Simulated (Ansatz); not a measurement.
Li8Br8⁺ (started as a model of: 2x2x4 LiBr rock-salt block). Total charge 1; doublet. Geometry PBE-D4/def2-SVP; atoms count from 1.

```xyz
16

Li   -3.033   -1.723   -2.106
Br   -2.135   -1.047    0.198
Li   -0.623   -0.063    2.027
Br    0.416    0.685    4.197
Br   -2.825    0.545   -3.159
Li   -1.402    1.097   -1.155
Br   -0.196    2.237    0.806
Li    1.310    2.603    2.848
Br   -1.011   -2.818   -3.049
Li    0.082   -1.879   -0.982
Br    1.422   -1.510    1.179
Li    2.448   -0.376    3.235
Li   -0.725   -0.504   -3.978
Br    0.908    0.320   -2.183
Li    1.943    0.845    0.110
Br    3.419    1.588    2.011
```

The gap within one spin of the relaxed charge 1 doublet nearly closes, so an electron or hole may be smeared out by delocalisation error.

Problem. Estimate the Mulliken populations from the PBE/def2-SVP orbitals of Ansatz.

Solution. 
| atom | charge (e) | spin (α − β) |
| --- | --- | --- |
| Li1 | 0.55 | -0.01 |
| Br2 | -0.40 | 0.12 |
| Li3 | 0.47 | -0.01 |
| Br4 | -0.37 | 0.15 |
| Br5 | -0.37 | 0.15 |
| Li6 | 0.47 | -0.01 |
| Br7 | -0.40 | 0.12 |
| Li8 | 0.55 | -0.01 |
| Br9 | -0.37 | 0.15 |
| Li10 | 0.47 | -0.01 |
| Br11 | -0.40 | 0.12 |
| Li12 | 0.55 | -0.01 |
| Li13 | 0.55 | -0.01 |
| Br14 | -0.40 | 0.12 |
| Li15 | 0.47 | -0.01 |
| Br16 | -0.37 | 0.15 |
Mulliken values depend strongly on the basis.

Problem. Where does the spin sit?

Solution. Summed by element: Li -0.05, Br 1.05, of 1 unpaired in all. Largest on single atoms: Br5 0.15, Br16 0.15, Br4 0.15.

Problem. And the Mayer bond orders between heavy atoms (over 0.3)?

Solution. Li1–Br9 0.30 (2.49 Å); Br4–Li12 0.30 (2.49 Å); Br5–Li13 0.30 (2.49 Å); Li8–Br16 0.30 (2.49 Å).
